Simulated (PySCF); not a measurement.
A structure optimised at PBE-D3(BJ)/def2-SVPD, used in a PySCF frequency run:

```xyz
4

C      0.0000     0.0000    -0.7457
Cl     1.5069     0.8700     0.0877
Cl    -1.5069     0.8700     0.0877
Cl     0.0000    -1.7400     0.0877
```
Charge -1, spin multiplicity 1.

### Question
Write its SMILES, formula and point group.

### Answer
Cl[C-](Cl)Cl, CCl3, C3v

### Question
What are its rotational constants (standard atomic weights)?

### Answer
2.9996, 2.9996, 1.5696 GHz
